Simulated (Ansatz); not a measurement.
Ansatz (an electronic-structure program) input (PBE0/STO-3G):

Ansatz 0.2 input:
```yaml
crystal:
  periodic: [false, false, false]
  atoms:
    - {symbol: Sn, position_ang: [-0.00150192, -0.01055833, 1.00959853]}
    - {symbol: Br, position_ang: [1.07054344, 1.79064646, -0.70090320]}
    - {symbol: Br, position_ang: [-1.06839784, -1.77556313, -0.74138041]}
basis:
  gaussian:
    orbitals: STO-3G
hamiltonian:
  xc: {name: PBE0}
total_charge: -1
magnetization: {spin_polarized: true, initial_magnetization: 1}
```

Output:

```
Functional definition: PBE0
integrals: 0.02 GiB planned
710 factors; integrals over basis functions are off by at most 1.6e-5 eV
mean field: 0.71 GiB planned
mean field evaluation 1: about -300865.6980 eV, gradient 3.6e0 eV
mean field evaluation 2: about -300865.8514 eV, gradient 2.0e0 eV
mean field evaluation 4: about -300865.9117 eV, gradient 5.5e-2 eV
mean field evaluation 8: about -300865.9120 eV, gradient 1.3e-3 eV
mean field -300865.91201741 eV, -11056.6183324001 hartree, gradient 8.7e-6 eV, S^2 0.752037; 0 other end points of the search recorded, 0 dependent functions left out
reference -300865.91202923 eV, -11056.6183328345 hartree; 61, 60 occupied and 2, 3 virtual orbitals, 710 factors
Total energy: -300865.91202923 eV, -11056.6183328345 hartree
```
